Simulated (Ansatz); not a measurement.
```xyz
11

B     1.393    1.677   -0.008
C     0.714    0.275   -0.161
Cl   -0.186    2.159   -1.080
O     0.003   -0.285    0.746
Sn   -1.406   -1.699    0.360
H     2.375    1.847   -0.675
H     1.322    2.180    1.076
H     0.783   -0.258   -1.121
H    -0.960   -2.262   -1.180
H    -1.178   -2.800    1.626
H    -2.859   -0.833    0.419
```

The species carries charge 0 and has multiplicity 1. Sn: def2 effective core potential. The bonds changed during the relaxation, so this is another structure than the one it started from.

(1) List the PBE0/def2-TZVPP orbital energies in eV (the Gaussian-basis code of Ansatz). (Estimate.)

Results:

(1) Computed: Occupied: -2766.61, -524.34, -281.15, -258.43, -196.71, -196.59, -196.55, -183.38, -141.47, -96.18, -96.04, -96.03, -30.93, -29.86, -29.83, -29.74, -29.73, -29.38, -22.35, -18.59, -16.23, -14.60, -13.72, -12.59, -11.37, -10.45, -10.40, -9.45, -9.36, -8.70, -7.87, -7.55. Lowest empty: -1.67, -1.31, -0.64, 0.32, 0.41, 1.65, 1.76, 2.08.
